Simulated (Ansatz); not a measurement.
# Nudged elastic band run: C2H7ClGa

input.yaml

```yaml
crystal:
  periodic: [false, false, false]
  atoms:
    - { symbol: Ga, position_ang: [-0.117918, 0.00191, -0.188946] }
    - { symbol: H, position_ang: [0.059599, 0.000315, 1.379841] }
    - { symbol: Cl, position_ang: [1.767904, -0.000866, -1.294213] }
    - { symbol: C, position_ang: [-1.755949, 0.002353, -1.282155] }
    - { symbol: H, position_ang: [-2.340695, -0.918162, -1.077326] }
    - { symbol: H, position_ang: [-2.392177, 0.869296, -1.00987] }
    - { symbol: H, position_ang: [-1.514829, 0.047729, -2.360735] }
    - { symbol: C, position_ang: [0.102386, -0.000686, 3.999191] }
    - { symbol: H, position_ang: [-0.48854, -0.92462, 4.054962] }
    - { symbol: H, position_ang: [1.19781, -0.052355, 3.9445] }
    - { symbol: H, position_ang: [-0.39899, 0.974984, 4.050551] }
magnetization:
  spin_polarized: true
  initial_magnetization: 1
basis:
  gaussian: { orbitals: def2-SVP }
hamiltonian:
  xc: pbe
neb:
  order_check: false
  images: 5
  f_tol: 0.03
  max_iterations: 60
  final_atoms:
    - { symbol: Ga, position_ang: [-0.10737607, -0.00126093, -0.53822943] }
    - { symbol: H, position_ang: [0.21939081, 0.00062242, 2.75508199] }
    - { symbol: Cl, position_ang: [1.72975112, -0.00459345, -1.76893725] }
    - { symbol: C, position_ang: [-1.8562241, 0.00166537, -1.56418202] }
    - { symbol: H, position_ang: [-2.40170236, -0.93395905, -1.33186122] }
    - { symbol: H, position_ang: [-2.46147925, 0.8705866, -1.24071293] }
    - { symbol: H, position_ang: [-1.62045334, 0.06236513, -2.64408557] }
    - { symbol: C, position_ang: [0.16688705, 0.00102368, 3.86121284] }
    - { symbol: H, position_ang: [-0.417218, -0.87365417, 4.20334153] }
    - { symbol: H, position_ang: [1.19022882, -0.05315297, 4.27714332] }
    - { symbol: H, position_ang: [-0.32320368, 0.93025538, 4.20702875] }
  initial_path:
    images:
      - { positions_ang: [[-0.117918, 0.00191, -0.188946], [0.059599, 0.000315, 1.379841], [1.767904, -0.000866, -1.294213], [-1.755949, 0.002353, -1.282155], [-2.340695, -0.918162, -1.077326], [-2.392177, 0.869296, -1.00987], [-1.514829, 0.047729, -2.360735], [0.102386, -0.000686, 3.999191], [-0.48854, -0.92462, 4.054962], [1.19781, -0.052355, 3.9445], [-0.39899, 0.974984, 4.050551]] }
      - { positions_ang: [[-0.07839075, 0.00126224, -0.12583654], [0.0395203, 0.0001967, 1.52668798], [1.82569059, -0.00063119, -1.23555229], [-1.74174207, 0.00159777, -1.18505098], [-2.31834846, -0.9222331, -0.97223291], [-2.36731344, 0.87280647, -0.90187052], [-1.51350117, 0.0487785, -2.26748943], [0.06770904, -0.00047234, 3.74292119], [-0.51478321, -0.90991593, 3.90346606], [1.14630222, -0.05140923, 3.83020945], [-0.42654205, 0.95991812, 3.90054799]] }
      - { positions_ang: [[-0.0388635, 0.00061447, -0.06272707], [0.0194416, 7.84e-05, 1.67353495], [1.88347717, -0.00039639, -1.17689157], [-1.72753514, 0.00084254, -1.08794695], [-2.29600192, -0.9263042, -0.86713983], [-2.34244988, 0.87631694, -0.79387103], [-1.51217334, 0.049828, -2.17424387], [0.03303208, -0.00025868, 3.48665138], [-0.54102642, -0.89521186, 3.75197012], [1.09479444, -0.05046346, 3.7159189], [-0.45409409, 0.94485224, 3.75054497]] }
      - { positions_ang: [[0.00066375, -3.329e-05, 0.00038239], [-0.00063709, -3.99e-05, 1.82038193], [1.94126376, -0.00016158, -1.11823086], [-1.71332821, 8.731e-05, -0.99084293], [-2.27365538, -0.93037531, -0.76204674], [-2.31758632, 0.87982741, -0.68587155], [-1.51084551, 0.0508775, -2.0809983], [-0.00164489, -4.502e-05, 3.23038157], [-0.56726963, -0.8805078, 3.60047419], [1.04328666, -0.04951769, 3.60162834], [-0.48164614, 0.92978637, 3.60054196]] }
      - { positions_ang: [[-0.03534953, -0.0004425, -0.17915488], [0.07270554, 0.00018087, 2.13194861], [1.87075955, -0.00163887, -1.33513299], [-1.76096017, 0.00061333, -1.18195596], [-2.31633771, -0.93156989, -0.9519849], [-2.36555063, 0.87674714, -0.87081868], [-1.54738145, 0.05470671, -2.26869406], [0.05453243, 0.00031121, 3.44065866], [-0.51725242, -0.87822325, 3.80142997], [1.09226738, -0.05072945, 3.8268], [-0.42883198, 0.9299427, 3.80270422]] }
      - { positions_ang: [[-0.0713628, -0.00085172, -0.35869216], [0.14604818, 0.00040165, 2.4435153], [1.80025533, -0.00311616, -1.55203512], [-1.80859214, 0.00113935, -1.37306899], [-2.35902003, -0.93276447, -1.14192306], [-2.41351494, 0.87366687, -1.0557658], [-1.58391739, 0.05853592, -2.45638982], [0.11070974, 0.00066745, 3.65093575], [-0.46723521, -0.87593871, 4.00238575], [1.1412481, -0.05194121, 4.05197166], [-0.37601783, 0.93009904, 4.00486649]] }
      - { positions_ang: [[-0.10737607, -0.00126093, -0.53822943], [0.21939081, 0.00062242, 2.75508199], [1.72975112, -0.00459345, -1.76893725], [-1.8562241, 0.00166537, -1.56418202], [-2.40170236, -0.93395905, -1.33186122], [-2.46147925, 0.8705866, -1.24071293], [-1.62045334, 0.06236513, -2.64408557], [0.16688705, 0.00102368, 3.86121284], [-0.417218, -0.87365417, 4.20334153], [1.19022882, -0.05315297, 4.27714332], [-0.32320368, 0.93025538, 4.20702875]] }
```

Run as:

```bash
$ ansatz run input.yaml --threads 4 --pin off --max-ram 5120MiB --backend cpu --events-out ev --progress --plain --runs-dir out
```

Output, in part (warnings, iteration lines, the closing report on the highest movable image, with atoms numbered from 0):

```
NEB end point (image 0): max|allowed force component| = 1.809e-2 eV/Å (the criterion of neb.relax_end_points is 1.000e-2)
NEB end point (image 6): max|allowed force component| = 1.595e-2 eV/Å (the criterion of neb.relax_end_points is 1.000e-2)
NEB iter   1: max|band force component| = 2.931e0 eV/Å  barrier→ = 0.0448 eV  barrier← = 1.4824 eV  Δτ_max = 0.1983 Å  (235 SCF iters)
NEB iter   2: max|band force component| = 2.426e0 eV/Å  barrier→ = 0.0074 eV  barrier← = 1.4450 eV  Δτ_max = 0.1998 Å  (162 SCF iters)
NEB iter   3: max|band force component| = 1.702e0 eV/Å  barrier→ = 0.0278 eV  barrier← = 1.4654 eV  Δτ_max = 0.2000 Å  (162 SCF iters)
NEB iter   4: max|band force component| = 6.153e-1 eV/Å  barrier→ = 0.0052 eV  barrier← = 1.4428 eV  Δτ_max = 0.0402 Å  (159 SCF iters)
NEB iter   5: max|band force component| = 3.360e-1 eV/Å  barrier→ = 0.0045 eV  barrier← = 1.4421 eV  CI = image 1  Δτ_max = 0.0950 Å  (154 SCF iters)
NEB iter   6: max|band force component| = 1.874e-1 eV/Å  barrier→ = 0.0047 eV  barrier← = 1.4423 eV  CI = image 1  Δτ_max = 0.0625 Å  (156 SCF iters)
NEB iter   7: max|band force component| = 3.425e-2 eV/Å  barrier→ = 0.0048 eV  barrier← = 1.4424 eV  CI = image 1  Δτ_max = 0.0219 Å  (148 SCF iters)
NEB iter   8: max|band force component| = 9.246e-3 eV/Å  barrier→ = 0.0047 eV  barrier← = 1.4423 eV  CI = image 1  Δτ_max = 0.0463 Å  (141 SCF iters)
NEB iter   9: max|band force component| = 2.622e-1 eV/Å  barrier→ = 0.0043 eV  barrier← = 1.4419 eV  CI = image 1  Δτ_max = 0.0233 Å  (31 SCF iters)
NEB iter  10: max|band force component| = 3.336e-1 eV/Å  barrier→ = 0.0044 eV  barrier← = 1.4420 eV  CI = image 1  Δτ_max = 0.0467 Å  (153 SCF iters)
NEB iter  11: max|band force component| = 1.986e-1 eV/Å  barrier→ = 0.0039 eV  barrier← = 1.4415 eV  CI = image 1  Δτ_max = 0.0736 Å  (148 SCF iters)
NEB iter  12: max|band force component| = 4.954e-2 eV/Å  barrier→ = 0.0038 eV  barrier← = 1.4414 eV  CI = image 1  Δτ_max = 0.0508 Å  (155 SCF iters)
NEB iter  13: max|band force component| = 4.007e-2 eV/Å  barrier→ = 0.0038 eV  barrier← = 1.4414 eV  CI = image 1  Δτ_max = 0.0137 Å  (151 SCF iters)
NEB iter  14: max|band force component| = 1.512e-2 eV/Å  barrier→ = 0.0038 eV  barrier← = 1.4414 eV  CI = image 1  Δτ_max = 0.0000 Å  (296 SCF iters)
Total energy: -67059.55814057 eV, -2464.3933070650 hartree
Atom 0 at    -0.180816     0.001668    -0.023524 Å, force     0.000334    -0.000313    -0.002538 eV/Å
Atom 1 at    -0.082040     0.002457     1.569558 Å, force    -0.000055     0.000196     0.002307 eV/Å
Atom 2 at     1.769120    -0.008019    -1.020469 Å, force     0.000690    -0.000166    -0.000118 eV/Å
Atom 3 at    -1.746341     0.002782    -1.223589 Å, force    -0.003720     0.000653    -0.000444 eV/Å
Atom 4 at    -2.335746    -0.924295    -1.067638 Å, force     0.000942    -0.000638    -0.000070 eV/Å
Atom 5 at    -2.405902     0.862588    -0.986965 Å, force     0.000407     0.000295     0.000162 eV/Å
Atom 6 at    -1.432084     0.060105    -2.282740 Å, force     0.001095    -0.000042    -0.000093 eV/Å
Atom 7 at     0.126159     0.000654     3.754337 Å, force    -0.000893     0.000267     0.001222 eV/Å
Atom 8 at    -0.455341    -0.919294     3.903789 Å, force     0.001258     0.000517    -0.000327 eV/Å
Atom 9 at     1.221717    -0.054455     3.698845 Å, force    -0.000987    -0.000119     0.000181 eV/Å
Atom 10 at    -0.360125     0.975706     3.894195 Å, force     0.000929    -0.000652    -0.000282 eV/Å
Dipole moment:    -0.485846     0.000737     0.148886 e Å
```

The run converged. The band force fell under the threshold earlier too, but the program's further tests of the path sent the band on. The top lies less than 8 meV above the higher end, about what the thresholds resolve: that end is a shoulder or a very shallow well. A vibrational analysis at the climbing image gives one clearly imaginary mode, 81i cm⁻¹, and a faint second one (29i cm⁻¹) that may be numerical noise or a soft torsion: probably a first-order saddle point.

Final band (atoms are numbered from 1 in the order of the input):

```tsv
image	path coordinate (Å)	energy (eV)	Ga1–H2 (Å)	H2–C8 (Å)
0	0.00	0.000	1.58	2.62
1	0.59	0.004	1.60	2.19
2	1.06	-0.284	1.92	1.56
3	1.52	-1.361	2.46	1.12
4	1.98	-1.414	2.75	1.11
5	2.44	-1.433	3.03	1.11
6	2.91	-1.438	3.31	1.11
```

Run time: 110 s on 4 threads of Intel(R) Xeon(R) CPU @ 2.80GHz (Skylake/Cascade Lake) (shared host), peak memory 0.21 GiB.
